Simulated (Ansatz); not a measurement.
The same atomization along the group F, Cl, Br.

Program: Ansatz. Geometries: PBE0-D4/def2-TZVP. ΔE: electronic, gas phase. CCSD(T)/CBS adds triple-zeta CCSD(T) − MP2 to the extrapolated MP2 energy (def2 sets, frozen cores). This one scheme is used for every species, atoms too. No spin–orbit coupling; open shells (•) take unrestricted orbitals. Spin–orbit coupling would lower the free atoms: a little for Cl, F, O; clearly for Br. Bonds to Br, Mg are less sure, by a few kJ/mol each and by 10 to 20 or more in all where they break to atoms, as the def2 sets lack core-valence functions. Scalar relativity is left out up to krypton. Each species was taken in one conformer, which may not be the lowest.

```json
{"reaction": "`[OH][Mg][F]` → F• + H• + Mg (atom) + O•", "CCSD(T)/CBS(def2) (eV)": "14.18"}
{"reaction": "`[OH][Mg][Cl]` → Cl• + H• + Mg (atom) + O•", "CCSD(T)/CBS(def2) (eV)": "?"}
{"reaction": "`[OH][Mg][Br]` → Br• + H• + Mg (atom) + O•", "CCSD(T)/CBS(def2) (eV)": "12.50"}
```

Question: Fill in the missing values. (Estimate.)

Answer: The calculation gave: `[OH][Mg][Cl]` → Cl• + H• + Mg (atom) + O•: +12.93 eV.

Largest T1 diagnostic: 0.011, for `[OH][Mg][F]`.

For atomizations the MP2-based limit and the directly extrapolated one differ by several kJ/mol either way, and by 10 to 25 for some Ge, Se and Sn compounds, so smaller differences from it don't rank the levels.
